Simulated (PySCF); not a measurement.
How methods differ on the ionisation energy of Se

Se [Ar] 3d10 4s2 4p4 (3P) → Se⁺ [Ar] 3d10 4s2 4p3 (4S), as a difference of total energies. Computed with PySCF 2.14 in aug-cc-pVQZ-PP with one added diffuse shell each of s, p, d, f, g type with ECP10MDF (8s7p6d4f3g, 114 functions), with a scalar-relativistic core potential. Correlated levels: valence: 3s2 3p6 3d10 frozen. The calculations carry no spin-orbit coupling.

```tsv
method	ionisation energy (eV)
UHF	8.541
LDA	9.846
PBE	9.605
PBE0	9.598
r2SCAN	9.655
HSE06	9.649
TPSSh	9.614
wB97X-V	9.742
MP2 (valence)	9.344
SCS-MP2 (valence)	9.431
```

Problem. How much does correlation contribute at MP2 (valence)?

Solution. 9.344 − (8.541) = 0.803 eV, measured against UHF.

Errors of the correlated levels include the incompleteness of this basis and the frozen core.

For comparison: 9.635 eV (measured; NIST levels, between the centres of gravity of the two terms).
